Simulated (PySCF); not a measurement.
**How methods differ on the ionisation energy of Br**

Br [Ar] 3d10 4s2 4p5 (2P) → Br⁺ [Ar] 3d10 4s2 4p4 (3P), as a difference of total energies. Calculation: PySCF 2.14, in x2c-TZVPall (6s5p4d1f, 48 functions); the spin-free X2C one-electron Hamiltonian (Gaussian nucleus). Correlated levels: valence: [Ar] 3d10 frozen. The calculations carry no spin-orbit coupling.

```
           method  ionisation energy (eV)
              UHF                  10.722
            B3LYP                  11.917
           r2SCAN                  11.865
    MP2 (valence)                  11.539
SCS-MP2 (valence)                  11.537
   CCSD (valence)                  11.541
CCSD(T) (valence)                  11.575
```

Errors of the correlated levels include the incompleteness of this basis and the frozen core.

Q: Which method comes closest to the reference value, and which is furthest?

A: The reference is 11.844 eV (measured; NIST levels, between the centres of gravity of the two terms). Closest: r2SCAN (error 0.021 eV); furthest: UHF (error -1.122 eV).
